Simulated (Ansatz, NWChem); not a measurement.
## Worked example: the enthalpy of formation of CH2BrF (bromofluoromethane)

The species is CH2BrF (5 atoms), meant as a singlet with charge 0. As SMILES, `FCBr`. The shape is that of a PBE0-D4/def2-TZVP optimisation.

```xyz
5

F     0.6869    1.1707    0.1630
C     0.1500   -0.0667    0.0766
Br   -1.5449   -0.0125   -0.8552
H     0.8077   -0.7136   -0.5004
H    -0.0497   -0.4515    1.0746
```

Total energies at B2PLYP/cc-pVDZ, 11 core orbitals frozen (NWChem 7.3.0); the atoms run unrestricted:

```
species    state   energy (Eh)
 CH2BrF  singlet  -2712.722099
      F  doublet    -99.660922
      C  triplet    -37.815961
     Br  doublet  -2573.657500
      H  doublet     -0.497925
```

Harmonic wavenumbers at PBE0-D4/def2-TZVP, in cm⁻¹: 317, 658, 946, 1116, 1253, 1337, 1492, 3106, 3189.

Measured heats of formation of the gaseous atoms at 298.15 K, in kJ/mol: F 79.4, C 716.9, Br 111.9, H 218.0. Spin-orbit lowering of the atoms at 298 K (mean of the ground term's levels less their thermal mean, from spectra), in kJ/mol: F 1.29, C 0.02, Br 14.69. Take 1 Eh = 2625.50 kJ/mol, 1 cm⁻¹ = 0.0119627 kJ/mol, RT = 2.479 kJ/mol.

Question: Work out the heat of formation of the gas at 298 K.

Answer: 
1. Electronic atomisation energy: (-99.660922) + (-37.815961) + (-2573.657500) + 2 × (-0.497925) − (-2712.722099) = 0.591866 Eh = 1553.9 kJ/mol.
2. Zero-point energy: half the sum of the wavenumbers, 6707 cm⁻¹ = 80.2 kJ/mol.
3. Thermal vibrational enthalpy, Σ hcν̃/(exp(hcν̃/kT) − 1): 1.6 kJ/mol. Translation, rotation and pV of a non-linear molecule: 4 RT = 9.9 kJ/mol.
4. The 5 free atoms carry 5/2 RT each: 31.0 kJ/mol.
5. Spin-orbit coupling lowers the free atoms by 1.29 + 0.02 + 14.69 = 16.0 kJ/mol.
6. Atomisation enthalpy at 298 K: 1553.9 − 16.0 − 80.2 − 1.6 − 9.9 + 31.0 = 1477.2 kJ/mol.
7. Sum of the atoms' heats of formation: 1344.2 kJ/mol. Heat of formation: 1344.2 − 1477.2 = -133.0 kJ/mol.

The tabulated value is -212.4 kJ/mol (Active Thermochemical Tables), so this level is off by +79.4 kJ/mol, or 5.1 % of the atomisation enthalpy. Relativity is left out. A double-zeta basis underbinds. Anharmonicity and any spin-orbit splitting of the molecule are left out, and so is core correlation.
